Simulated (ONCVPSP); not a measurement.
Sr (Z = 38): variants of one ONCV potential

Base potential:

| Item | Value |
| --- | --- |
| Element | Sr |
| Generator | ONCVPSP 4.0.1 |
| Type | optimised norm-conserving Vanderbilt (ONCV) |
| Functional | PBEsol |
| Relativity | scalar-relativistic |
| Frozen core | [Ar] 3d10 4s2 |
| Valence charge | 8 |
| Reference configuration | 4p6 5s1 (charge +1) |
| Partial waves | 5s: rc 3.45 bohr, ncon 4, nbas 8, qcut 1.9 1/bohr, 3 projectors, debl 2.1 Ha; 4p: rc 1.75 bohr, ncon 3, nbas 6, qcut 5.3 1/bohr, 2 projectors, debl 2.1 Ha; d scattering state at 0.18 Ha: rc 2.85 bohr, ncon 4, nbas 7, qcut 3.8 1/bohr, 2 projectors, debl 2.4 Ha |
| Local potential | polynomial inside 1.20 bohr (lpopt 4, dvloc0 0 Ha) |
| Core correction | Teter function, fcfact 2, rcfact 1.05 |

In the d channel the program set the typed energies aside and used -0.250, 2.150 Ha.

Cutoffs, loose and tight: the cutoffs (Ha) at which the residual kinetic energy of the hardest occupied pseudo-wave falls to 1 and 0.1 mHa per electron. They do not see the model core or the augmentation charge, which bear on the density cutoff. Test errors are all-electron minus pseudo excitation energies from the reference, over the configurations 4p6 5s2; 4p6 5s0; 4p6 5s1.5; 4p5 5s2. A dash means not determined; rows that change the core or the reference have their own tests.

For the base: The cutoffs count occupied waves only; projector 2 of the d channel, the hardest unoccupied one, needs 24 Ha at the loose tolerance.

```csv
change,outcome,"cutoff, loose","cutoff, tight",bound ghosts,GHOST(+) flags above zero,largest test error (meV)
base,"generated, projector energies reset by the program",7.4 Ha,15 Ha,none,s,-209
"core correction Teter function, fcfact 2, rcfact 0.98","generated, projector energies reset by the program",7.4 Ha,15 Ha,none,s,-208
"core correction Teter function, fcfact 2, rcfact 1.1","generated, projector energies reset by the program",7.4 Ha,15 Ha,none,s,-210
"core correction Teter function, fcfact 2, rcfact 1.24","generated, projector energies reset by the program",7.4 Ha,15 Ha,none,s,-214
"core correction Teter function, fcfact 2, rcfact 1.32","generated, projector energies reset by the program",7.4 Ha,15 Ha,none,s,-216
"core correction Teter function, fcfact 2, rcfact 1.42","generated, projector energies reset by the program",7.4 Ha,15 Ha,none,s,-221
"core correction Teter function, fcfact 2, rcfact 1.56","generated, projector energies reset by the program",7.4 Ha,15 Ha,none,s,-230
"core correction Teter function, fcfact 2, rcfact 1.68","generated, projector energies reset by the program",7.4 Ha,15 Ha,none,s,-241
"core correction Teter function, fcfact 2, rcfact 1.78","generated, projector energies reset by the program",7.4 Ha,15 Ha,none,s,-253
"core correction Teter function, fcfact 2, rcfact 1.96","generated, projector energies reset by the program",7.4 Ha,15 Ha,none,s,-278
"core correction Teter function, fcfact 2, rcfact 2.04","generated, projector energies reset by the program",7.4 Ha,15 Ha,none,s,-288
```

Reading the sweep of the rcfact (base included, trends over the rows without a ghost): The loose cutoff stays near 7.4 Ha. The median size of the test errors (rows with all tests solved) is not monotonic: lowest 2.2 meV at 1.96, highest 11.2 meV at 0.98.
